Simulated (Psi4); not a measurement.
Here is a job for Psi4.
```
memory 2 GB

molecule mol {
-1 2
B     0.322700    0.097900   -0.471900
H    -0.322700   -0.097900    0.471900
}

set {
  basis def2-tzvp
  reference uhf
}

energy('mp2')
print_variables()
```

**Question.** What is the computed number of basis functions (MP2/def2-TZVP (Psi4))?

**Answer.** 37

**Question.** Estimate the total energy that MP2/def2-TZVP returns for this input.

**Answer.** -25.206373 Ha

**Question.** What MP2 correlation energy does MP2/def2-TZVP give?

**Answer.** -0.1000 Eh

**Question.** Give the SCF-reference <S^2> at the level MP2/def2-TZVP.

**Answer.** 0.762

A gas-phase anion may not be bound at this level; its values then depend on the basis.

These values belong to the state on which the SCF converged, which isn't shown to be the lowest.
